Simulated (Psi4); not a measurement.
silicon atom (Si), triplet; MP2/6-31G run with Psi4.

The Psi4 input:
```
memory 2 GB

molecule {
0 3
Si    0.00000000    0.00000000    0.00000000
}

set {
  basis 6-31g
  reference uhf
  freeze_core true
}

energy('mp2')
print_variables()
```

It wrote (shortened):

```
    SCF Algorithm Type (re)set to DF.

   => Loading Basis Set <=

    Name: 6-31G
    Role: ORBITAL
    Keyword: BASIS

         ---------------------------------------------------------
                                   SCF
               by Justin Turney, Rob Parrish, Andy Simmonett
                          and Daniel G. A. Smith
                              UHF Reference
         ---------------------------------------------------------

  ==> Geometry <==

    Molecular point group: d2h
    Geometry (in Angstrom), charge = 0, multiplicity = 3:

       Center              X                  Y                   Z               Mass
    ------------   -----------------  -----------------  -----------------  -----------------
         SI           0.000000000000     0.000000000000     0.000000000000    27.976926534650

  Running in d2h symmetry.

  Rotational constants: A = ************  B = ************  C = ************ [cm^-1]
  Rotational constants: A = ************  B = ************  C = ************ [MHz]
  Nuclear repulsion =    0.000000000000000

  Charge       = 0
  Multiplicity = 3
  Electrons    = 14
  Nalpha       = 8
  Nbeta        = 6

  ==> Algorithm <==

  SCF Algorithm Type is DF.
  DIIS enabled.
  MOM disabled.
  Fractional occupation disabled.
  Guess Type is CORE.
  Energy threshold   = 1.00e-08
  Density threshold  = 1.00e-08
  Integral threshold = 1.00e-12

  ==> Primary Basis <==

  Basis Set: 6-31G
    Blend: 6-31G
    Number of shells: 7
    Number of basis functions: 13
    Number of Cartesian functions: 13
    Spherical Harmonics?: false
    Max angular momentum: 1

   => Loading Basis Set <=

    Name: (6-31G AUX)
    Role: JKFIT
    Keyword: DF_BASIS_SCF

  ==> Integral Setup <==

  SCF_SUBTYPE=INCORE selected. In-core MEM_DF algorithm will be used.
  Using in-core AOs.

  ==> MemDFJK: Density-Fitted J/K Matrices <==

    J tasked:                   Yes
    K tasked:                   Yes
    wK tasked:                   No
    Algorithm:                 Core
    Schwarz Cutoff:           1E-12
    Mask sparsity (%):       0.0000
    Fitting Condition:        1E-10

   => Auxiliary Basis Set <=

  Basis Set: (6-31G AUX)
    Blend: CC-PVDZ-JKFIT
    Number of shells: 36
    Number of basis functions: 130
    Number of Cartesian functions: 130
    Spherical Harmonics?: false
    Max angular momentum: 3

  Minimum eigenvalue in the overlap matrix is 1.5771642294E-01.
[...]
  @DF-UHF Final Energy:  -288.82843009159319
    Total Energy =                       -288.8284300915931908
[...]
 Magnitude           :                                                    0.0000000

 ------------------------------------------------------------------------------------

  //>>>>>>>>>>>>>>>>>>>>>>>>>>>>>>>>>>>//
  //               DFMP2               //
  //<<<<<<<<<<<<<<<<<<<<<<<<<<<<<<<<<<<//

   => Loading Basis Set <=

    Name: (6-31G AUX)
    Role: RIFIT
    Keyword: DF_BASIS_MP2

	 --------------------------------------------------------
	                          DF-MP2
	      2nd-Order Density-Fitted Moller-Plesset Theory

	        Rob Parrish, Justin Turney, Andy Simmonett,
	           Ed Hohenstein, and C. David Sherrill
	 --------------------------------------------------------

	 --------------------------------------------------------
	                 NBF =    13, NAUX =    76
	 --------------------------------------------------------
	   CLASS    FOCC     OCC    AOCC    AVIR     VIR    FVIR
	   ALPHA       5       8       3       5       5       0
	    BETA       5       6       1       7       7       0
	 --------------------------------------------------------

	-----------------------------------------------------------
	 ==================> DF-MP2 Energies <====================
	-----------------------------------------------------------
	 Reference Energy          =    -288.8284300915931908 [Eh]
	 Singles Energy            =      -0.0000000000000000 [Eh]
	 Same-Spin Energy          =      -0.0016849303170161 [Eh]
	 Opposite-Spin Energy      =      -0.0128697755012376 [Eh]
	 Correlation Energy        =      -0.0145547058182537 [Eh]
	 Total Energy              =    -288.8429847974114182 [Eh]
	-----------------------------------------------------------
	 ================> DF-SCS-MP2 Energies <==================
	-----------------------------------------------------------
	 SCS Same-Spin Scale       =       0.3333333333333333 [-]
	 SCS Opposite-Spin Scale   =       1.2000000000000000 [-]
	 SCS Same-Spin Energy      =      -0.0005616434390054 [Eh]
	 SCS Opposite-Spin Energy  =      -0.0154437306014851 [Eh]
	 SCS Correlation Energy    =      -0.0160053740404905 [Eh]
	 SCS Total Energy          =    -288.8444354656336941 [Eh]
	-----------------------------------------------------------

  Variable Map:
  ----------------------------------------------------------------------------
[...]
  Array Variable Map:
  ----------------------------------------------------------------------------
[...]
[...]
```
